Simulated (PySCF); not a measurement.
Molecule: `[SiH3][GeH2][CH]1CC1`, C3H10GeSi.

Molfile (atoms numbered from 1):
```
C3H10GeSi
     RDKit          3D

 15 15  0  0  0  0  0  0  0  0999 V2000
    2.6999   -0.3527    0.0451 Si  0  0  0  0  0  4  0  0  0  0  0  0
    0.6613    0.1211   -1.0948 Ge  0  0  0  0  0  4  0  0  0  0  0  0
   -0.7088    0.6600    0.1746 C   0  0  0  0  0  0  0  0  0  0  0  0
   -1.4301   -0.3796    0.9922 C   0  0  0  0  0  0  0  0  0  0  0  0
   -2.1628    0.3611   -0.0809 C   0  0  0  0  0  0  0  0  0  0  0  0
    3.7504   -0.8452   -0.8987 H   0  0  0  0  0  0  0  0  0  0  0  0
    2.4659   -1.4010    1.0866 H   0  0  0  0  0  0  0  0  0  0  0  0
    3.2109    0.8798    0.7225 H   0  0  0  0  0  0  0  0  0  0  0  0
    0.8816    1.2227   -2.1543 H   0  0  0  0  0  0  0  0  0  0  0  0
    0.1560   -1.1486   -1.8165 H   0  0  0  0  0  0  0  0  0  0  0  0
   -0.5002    1.6058    0.6863 H   0  0  0  0  0  0  0  0  0  0  0  0
   -1.1948   -1.4352    0.8215 H   0  0  0  0  0  0  0  0  0  0  0  0
   -1.6565   -0.1427    2.0355 H   0  0  0  0  0  0  0  0  0  0  0  0
   -2.4311   -0.1825   -0.9922 H   0  0  0  0  0  0  0  0  0  0  0  0
   -2.8976    1.1140    0.2178 H   0  0  0  0  0  0  0  0  0  0  0  0
  1  2  1  0
  2  3  1  0
  3  4  1  0
  4  5  1  0
  5  3  1  0
  1  6  1  0
  1  7  1  0
  1  8  1  0
  2  9  1  0
  2 10  1  0
  3 11  1  0
  4 12  1  0
  4 13  1  0
  5 14  1  0
  5 15  1  0
M  END
```

Geometry PBE0-D3(BJ)/def2-SVP throughout; GIAO in PySCF 2.14, gas phase, one conformer, non-relativistic; equivalent atoms averaged; basis pcSseg-1.

For orientation, LDA gives these absolute shieldings σ: Si1 434.7, Ge2 1441.3, C4/C5 174.3, C3 180.9, H6/H7/H8 27.00, H9/H10 26.76, H13/H15 30.05, H12/H14 30.54, H11 30.75 ppm.

A run gave: Si1 460.7, Ge2 1537.7, C4/C5 183.7, C3 195.8, H6/H7/H8 27.77, H9/H10 27.74, H13/H15 30.61, H12/H14 31.07, H11 31.63 ppm (absolute shieldings σ).

Problem. Which functional was used in that run?
A. mPW1PW91
B. KT2
C. BHandHLYP
D. LC-wPBE
E. HF

Solution. D. Ge2 tells them apart best: LC-wPBE gives 1537.7, mPW1PW91 gives 1517.0, KT2 gives 1525.1, HF gives 1665.0, BHandHLYP gives 1555.7 ppm.
